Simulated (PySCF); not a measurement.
SMILES C=CB(OC)OCC (C5H11BO2) at its GFN2-xTB optimised geometry (Å):

```
19

B     -0.2410     0.3006     0.0000
C     -1.1504    -1.0051     0.0437
C     -1.2149    -1.9489    -0.8834
H     -1.7947    -1.1092     0.9124
H     -1.8705    -2.8036    -0.8028
H     -0.6186    -1.9037    -1.7812
O     -0.7802     1.5486     0.0000
C     -2.1643     1.7875     0.0174
H     -2.5533     1.7052     1.0367
H     -2.3263     2.8036    -0.3434
H     -2.7048     1.0842    -0.6219
O      1.1096     0.3006     0.0000
C      1.9245    -0.8465    -0.0370
C      2.5652    -1.0074    -1.4123
H      2.7048    -0.7065     0.7205
H      1.3439    -1.7431     0.2143
H      3.1276    -0.1125    -1.6647
H      3.2351    -1.8631    -1.4116
H      1.7975    -1.1561    -2.1674
```

Calculation: CAM-B3LYP/def2-SVP in PySCF 2.14.0. Cells within 0.4 Å of a nucleus heavier than hydrogen are left out (blank, or x).

Map of the electrostatic potential (hartree/e), clipped to [-0.08, 0.12] on the plane z = 0.0 Å:

```
|4444444443333333333333333333333|
|4444444444333333333333333333333|
|4444444444333332222333333333333|
|4444444444433322222222333333333|
|4444445565433222222222233333333|
|4444456998543211112222223333333|
|4444457999743110111122223333333|
|4444559999974100001112222333333|
|4444569999999920000111222333333|
|44445899xx999993000001122333333|
|44445899xx99xx99310000122333333|
|444457999999xx99742000122333333|
|4444569999999999999931123333333|
|44445578999999x999x995333333333|
|44444555667999xx99xx99654444433|
|44444444569999xx99xx99985444444|
|4444444458999999999999998544444|
|44444444699xx9999999xx999654444|
|44444434699xx9987899xx999654444|
|44444444699xx996579999998544444|
|4444444459999974589999996544444|
|4444444457999843479999765544444|
|4444444457999643459996554444444|
|4444444567776433345655444444444|
|4444444567654433344444444444444|
|4444444555544333344444444444444|
|4444444455444333344444444444444|
|4444444444444433444444444444444|
|4444444444444444444444444444444|
|4444444444444444444444444444444|
|4444444444444444444444444444444|
```
Scale: ten equal steps from -0.080 (start of '0') to 0.120 (end of '9'), in the order '0123456789'; x runs from -5.00 to 5.00, y from -5.00 (bottom) to 5.00 (top).
